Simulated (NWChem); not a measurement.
System: BeNH2Cl; SMILES [Cl][Be][NH2]

Input file for NWChem:

```
start job
memory heap 200 mb stack 900 mb global 1100 mb
geometry units angstroms noautoz
  Be     0.000636     0.538210     0.000000
  Cl     0.001411    -1.280499     0.000000
  N     -0.000734     2.030844     0.000000
  H     -0.005203     2.619726    -0.826028
  H     -0.005203     2.619726     0.826028
end
basis spherical
  * library 6-31g*
end
dft
  xc pbe0
  iterations 150
  mulliken
end
task dft energy
```

Parts of the log:

```
             Northwest Computational Chemistry Package (NWChem) 7.3.0
             --------------------------------------------------------

 CS  symmetry detected

                             Geometry "geometry" -> ""
                             -------------------------

 Output coordinates in angstroms (scale by  1.889725989 to convert to a.u.)

  No.       Tag          Charge          X              Y              Z
 ---- ---------------- ---------- -------------- -------------- --------------
    1 Be                   4.0000     0.00070536    -0.54355238     0.00000000
    2 Cl                  17.0000     0.00002289     1.27515666     0.00000000
    3 N                    7.0000     0.00053152    -2.03618699     0.00000000
    4 H                    1.0000    -0.00346556    -2.62507239    -0.82602800
    5 H                    1.0000    -0.00346556    -2.62507239     0.82602800

 Effective nuclear repulsion energy (a.u.)      62.7558630931

      Symmetry information
      --------------------

 Group name             Cs
 Group number              2
 Group order               2
 No. of unique centers     4

                                 NWChem DFT Module
                                 -----------------

 Summary of "ao basis" -> "ao basis" (spherical)
 ------------------------------------------------------------------------------
       Tag                 Description            Shells   Functions and Types
 ---------------- ------------------------------  ------  ---------------------
 Be                          6-31g*                  6       14   3s2p1d
 Cl                          6-31g*                  8       18   4s3p1d
 N                           6-31g*                  6       14   3s2p1d
 H                           6-31g*                  2        2   2s

      Symmetry analysis of basis
      --------------------------

        a'         35
        a"         15

            General Information
            -------------------
          SCF calculation type: DFT
          Wavefunction type:  closed shell.
          No. of atoms     :     5
          No. of electrons :    30
           Alpha electrons :    15
            Beta electrons :    15
          Charge           :     0
          Spin multiplicity:     1
          Use of symmetry is: on ; symmetry adaption is: on
          Maximum number of iterations: 150
          AO basis - number of functions:    50
                     number of shells:    24
          Convergence on energy requested:  1.00D-06
          Convergence on density requested:  1.00D-05
          Convergence on gradient requested:  5.00D-04

              XC Information
              --------------
                         PBE0 Method XC Functional
                     Hartree-Fock (Exact) Exchange  0.250
          PerdewBurkeErnzerhof Exchange Functional  0.750
            Perdew 1991 LDA Correlation Functional  1.000 local
           PerdewBurkeErnz. Correlation Functional  1.000 non-local

             Grid Information
             ----------------
          Grid used for XC integration:  medium
          Radial quadrature: Mura-Knowles
          Angular quadrature: Lebedev.
          Tag              B.-S. Rad. Rad. Pts. Rad. Cut. Ang. Pts.
          ---              ---------- --------- --------- ---------
          Be                  1.05       49           8.0       434
          Cl                  1.00       88          10.0       590
          N                   0.65       49          10.0       434
          H                   0.35       45          10.0       434
          Grid pruning is: on
          Number of quadrature shells:   231
          Spatial weights used:  Erf1

      Superposition of Atomic Density Guess
      -------------------------------------

 Sum of atomic energies:        -529.30755008

      Non-variational initial energy
      ------------------------------

 Total energy =    -530.184070
 1-e energy   =    -852.902432
 2-e energy   =     259.962499
 HOMO         =      -0.355488
 LUMO         =       0.014248

      Symmetry analysis of molecular orbitals - initial
      -------------------------------------------------

  Numbering of irreducible representations:

     1 a'          2 a"

  Orbital symmetries:

     1 a'          2 a'          3 a'          4 a'          5 a"
     6 a'          7 a'          8 a'          9 a'         10 a"
    11 a'         12 a'         13 a'         14 a"         15 a'
    16 a'         17 a"         18 a'         19 a'         20 a"
    21 a'         22 a'         23 a'         24 a"         25 a'

     ---------------------------------------------
      Total Density - Mulliken Population Analysis
     ---------------------------------------------

    Atom       Charge   Shell Charges
 -----------   ------   -------------------------------------------------------
    1 Be   4     3.31   2.00  0.40  0.55  0.23  0.05  0.08
    2 Cl  17    17.39   2.00  2.00  5.98  1.37  3.72  0.55  1.76  0.01
    3 N    7     8.18   2.00  0.82  2.74  0.77  1.84  0.01
    4 H    1     0.56   0.40  0.15
    5 H    1     0.56   0.40  0.15

   convergence    iter        energy       DeltaE   RMS-Dens  Diis-err
 ---------------- ----- ----------------- --------- --------- ---------
 d= 0,ls=0.0,diis     1   -530.6905040467 -5.93D+02  1.50D-02  4.11D-01
 d= 0,ls=0.0,diis     2   -530.6932922042 -2.79D-03  7.54D-03  4.32D-01
 d= 0,ls=0.0,diis     3   -530.7409414859 -4.76D-02  1.77D-03  2.00D-02
 d= 0,ls=0.0,diis     4   -530.7431182062 -2.18D-03  6.38D-04  1.31D-03
 d= 0,ls=0.0,diis     5   -530.7433164423 -1.98D-04  8.46D-05  2.05D-05
  Resetting Diis
 d= 0,ls=0.0,diis     6   -530.7433194034 -2.96D-06  1.55D-05  8.51D-07
 d= 0,ls=0.0,diis     7   -530.7433195270 -1.24D-07  4.66D-06  3.18D-08

[...]
```

Level: PBE0/6-31G* (spherical d). Coordinates come from a PBE0/def2-SVP optimisation.
